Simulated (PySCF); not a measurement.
Compound: C2H9AlS.
SMILES: `C[S+](C)[AlH3-]`

The closed-shell ground state was solved at several levels (PySCF, density fitting, gas phase, non-relativistic). Isolated species at its GFN2-xTB geometry, gas phase.

```
         level  basis functions  total energy (Eh)  HOMO (eV)  LUMO (eV)  gap (eV)  dipole (D)
 PBE0/pcSseg-1              127          -721.8309      -7.59       0.21      7.80        4.04
PBE0/def2-SVPD              163          -721.6200      -7.53       0.02      7.55        3.96
```

Problem. Estimate the row for CAM-B3LYP/def2-SVPD, a basis of 163 functions; the other rows only guide the guess.

Solution. Total energy -721.9348 Eh, HOMO -8.92 eV, LUMO 0.77 eV, gap 9.69 eV, dipole 3.94 D.

Problem. Over all these levels, which gives the widest orbital gap and which the narrowest?

Solution. CAM-B3LYP/def2-SVPD (range-separated hybrid) has the widest, 9.69 eV, and PBE0/def2-SVPD (global hybrid, 25 % exact exchange) the narrowest, 7.55 eV. The two share the basis. From the narrowest to the widest the HOMO moves by -1.39 eV and the LUMO by +0.75 eV.

Problem. How far do the dipole and the HOMO energy spread over the levels?

Solution. The dipole runs from 3.94 to 4.04 D (mean 3.98 D) and the HOMO from -8.92 to -7.53 eV.
